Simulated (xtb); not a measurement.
BaF, SMILES [F][Ba+], charge +1. All values are semi-empirical tight-binding results from xtb (GFN2-xTB unless named), good for trends rather than for accurate numbers. Geometry optimised at GFN2-xTB. The spin state was assumed, not searched.

Optimised geometry:

```xyz
2

Ba     0.0000     0.0000    -0.3254
F      0.0000     0.0000     2.0250
```
Charge +1, spin multiplicity 1.

For metal compounds this method's bond lengths and energies can be far off.

Computed properties:
| Property | Value |
|---|---|
| point group as xtb finds it | C∞v |
| orbital gap | 1.03 eV |

Question: Give the atomic charges and the Wiberg bond orders between heavy atoms. (An estimate is asked for; the answer gives what the named calculation found.)

Answer: charges (e) Ba1 1.01, F2 -0.01. Bond orders Ba1–F2 1.44.
